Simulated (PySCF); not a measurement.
C2H5BO2 (SMILES C=CB(O)O), singlet, geometry from GFN2-xTB; CASSCF(6,5)/STO-3G run with PySCF.

PySCF was given this input:
```python
from pyscf import gto, scf, mcscf
import numpy

mol = gto.Mole()
mol.atom = '''
    B     0.227856    0.406965    0.204603
    C    -0.660889   -0.356231   -0.847648
    C    -0.907460   -1.658985   -0.803065
    H    -1.098593    0.218804   -1.659181
    H    -1.519571   -2.165784   -1.533600
    H    -0.493472   -2.266427   -0.015898
    O     0.786641   -0.276946    1.225144
    H     1.308422    0.271886    1.811840
    O     0.465272    1.750289    0.134240
    H     0.058724    2.211251   -0.596967
'''
mol.basis = 'sto-3g'
mol.charge = 0
mol.spin = 0
mol.verbose = 4
mol.build()

mf = scf.RHF(mol)
mf.kernel()
mc = mcscf.CASSCF(mf, 5, 6)
mc.fix_spin_(ss=0.0)
mc.kernel()
occ = numpy.linalg.eigvalsh(mc.fcisolver.make_rdm1(mc.ci, mc.ncas, mc.nelecas))[::-1]
ss = mc.fcisolver.spin_square(mc.ci, mc.ncas, mc.nelecas)[0]
print('natural occupations', occ.round(4), ' <S^2>', round(ss, 4))
```

It wrote (shortened):

```
PySCF version 2.14.0

[INPUT] verbose = 4
[INPUT] num. atoms = 10
[INPUT] num. electrons = 38
[INPUT] charge = 0
[INPUT] spin (= nelec alpha-beta = 2S) = 0
[INPUT] symmetry False subgroup None
[INPUT] Mole.unit = angstrom
[INPUT] Symbol           X                Y                Z      unit          X                Y                Z       unit  Magmom
[...]
nuclear repulsion = 154.990136991675
number of shells = 20
number of NR pGTOs = 90
number of NR cGTOs = 30
basis = sto-3g
ecp = {}

******** <class 'pyscf.scf.hf.RHF'> ********
method = RHF
initial guess = minao
damping factor = 0
level_shift factor = 0
DIIS = <class 'pyscf.scf.diis.CDIIS'>
diis_start_cycle = 1
diis_space = 8
diis_damp = 0
SCF conv_tol = 1e-09
SCF conv_tol_grad = None
SCF max_cycles = 50
direct_scf = True
direct_scf_tol = 1e-13
Set gradient conv threshold to 3.16228e-05
Initial guess from minao.
init E= -250.777791501644
[...]
cycle= 1 E= -249.730909766923  delta_E= 1.05  |g|= 0.546  |ddm|= 3.91
[...]
cycle= 2 E= -249.832904592342  delta_E= -0.102  |g|= 0.141  |ddm|= 0.873
[...]
cycle= 3 E= -249.839113389857  delta_E= -0.00621  |g|= 0.0286  |ddm|= 0.192
[...]
cycle= 4 E= -249.839454431666  delta_E= -0.000341  |g|= 0.00541  |ddm|= 0.0559
[...]
cycle= 5 E= -249.839465678923  delta_E= -1.12e-05  |g|= 0.00202  |ddm|= 0.00882
[...]
cycle= 6 E= -249.839466991043  delta_E= -1.31e-06  |g|= 0.000492  |ddm|= 0.00267
[...]
cycle= 7 E= -249.839467151269  delta_E= -1.6e-07  |g|= 9.55e-05  |ddm|= 0.0013
[...]
cycle= 8 E= -249.839467156329  delta_E= -5.06e-09  |g|= 2.33e-05  |ddm|= 0.000225
[...]
cycle= 9 E= -249.839467156633  delta_E= -3.03e-10  |g|= 6.41e-06  |ddm|= 4.97e-05
[...]
Extra cycle  E= -249.839467156654  delta_E= -2.19e-11  |g|= 2.47e-06  |ddm|= 1.05e-05
converged SCF energy = -249.839467156654

******** <class 'pyscf.mcscf.mc1step.CASSCF'> ********
CAS (3e+3e, 5o), ncore = 16, nvir = 9
max_cycle_macro = 50
max_cycle_micro = 4
conv_tol = 1e-07
conv_tol_grad = None
orbital rotation max_stepsize = 0.02
orbital rotation threshold for CI restart = 0.01
augmented hessian ah_max_cycle = 30
augmented hessian ah_conv_tol = 1e-12
augmented hessian ah_linear dependence = 1e-14
augmented hessian ah_level shift = 1e-08
augmented hessian ah_start_tol = 2.5
augmented hessian ah_start_cycle = 3
augmented hessian ah_grad_trust_region = 3
kf_trust_region = 3
kf_interval = 4
ci_response_space = 4
ci_grad_trust_region = 3
with_dep4 0
natorb = False
canonicalization = True
sorting_mo_energy = False
[...]
CASCI E = -249.883136951145  S^2 = 0.0000000
[...]
macro iter  40 ( 20 JK    4 micro), CASSCF E = -249.891511600493  dE = -7.03901185e-05  S^2 = 0.0000000
               |grad[o]|=0.00144  |grad[c]|=0.0121  |ddm|=0.00712  |maxRot[o]|=0.114
macro iter  41 (  7 JK    2 micro), CASSCF E = -249.891605085778  dE = -9.34852849e-05  S^2 = 0.0000000
               |grad[o]|=0.00196  |grad[c]|=0.0115  |ddm|=0.00441  |maxRot[o]|=0.0607
macro iter  42 (  7 JK    2 micro), CASSCF E = -249.891657514534  dE = -5.24287555e-05  S^2 = 0.0000000
               |grad[o]|=0.00144  |grad[c]|=0.00425  |ddm|=0.00478  |maxRot[o]|=0.0694
macro iter  43 (  7 JK    2 micro), CASSCF E = -249.891697003784  dE = -3.94892506e-05  S^2 = 0.0000000
               |grad[o]|=0.00119  |grad[c]|=0.00114  |ddm|=0.00462  |maxRot[o]|=0.0697
macro iter  44 (  7 JK    2 micro), CASSCF E = -249.891734953788  dE = -3.79500035e-05  S^2 = 0.0000000
               |grad[o]|=0.001  |grad[c]|=0.00101  |ddm|=0.0049  |maxRot[o]|=0.0697
macro iter  45 (  7 JK    2 micro), CASSCF E = -249.891773315525  dE = -3.83617376e-05  S^2 = 0.0000000
               |grad[o]|=0.001  |grad[c]|=0.00101  |ddm|=0.00465  |maxRot[o]|=0.0698
macro iter  46 (  7 JK    2 micro), CASSCF E = -249.891814882718  dE = -4.15671922e-05  S^2 = 0.0000000
               |grad[o]|=0.00105  |grad[c]|=0.00121  |ddm|=0.00381  |maxRot[o]|=0.0698
macro iter  47 (  7 JK    2 micro), CASSCF E = -249.891868077714  dE = -5.31949965e-05  S^2 = 0.0000000
               |grad[o]|=0.0011  |grad[c]|=0.00288  |ddm|=0.00301  |maxRot[o]|=0.0698
macro iter  48 (  7 JK    2 micro), CASSCF E = -249.891943584920  dE = -7.55072059e-05  S^2 = 0.0000000
               |grad[o]|=0.00116  |grad[c]|=0.00357  |ddm|=0.00235  |maxRot[o]|=0.0697
macro iter  49 (  7 JK    2 micro), CASSCF E = -249.892039946895  dE = -9.63619751e-05  S^2 = 0.0000000
               |grad[o]|=0.00121  |grad[c]|=0.00394  |ddm|=0.00122  |maxRot[o]|=0.0698
macro iter  50 (  7 JK    2 micro), CASSCF E = -249.892155478955  dE = -1.15532060e-04  S^2 = 0.0000000
               |grad[o]|=0.00121  |grad[c]|=0.00632  |ddm|=0.00078  |maxRot[o]|=0.0696
1-step CASSCF not converged,  50 macro (698 JK 151 micro) steps
CASSCF canonicalization
Density matrix diagonal elements [1.99504307 1.99383922 1.88308446 0.0893242  0.03870905]
CASSCF energy = -249.892155478955
CASCI E = -249.892155478955  E(CI) = -8.74488577694868  S^2 = 0.0000000
natural occupations [1.9992 1.99   1.8834 0.1172 0.0102]  <S^2> 0.0
```

The run did not converge; its last values are not results.
